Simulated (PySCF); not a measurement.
C2H3O, SMILES O=C[CH2], multiplicity 2. The structure is a stationary point at PBE-D3(BJ)/def2-TZVP. The isomer is the one that the SMILES or the coordinates give; other isomers of the formula were not compared.

Computed equilibrium geometry at PBE-D3(BJ)/def2-TZVP (PySCF confirms it by a frequency run) as a Z-matrix, and its point group:
point group Cs.
```
C
O 1 1.2407
H 1 1.1164 2 120.30
C 1 1.4267 3 116.51 2 180.00
H 4 1.0911 1 119.29 3 -180.00
H 4 1.0912 5 119.55 1 -180.00
```
Charge 0, spin multiplicity 2.
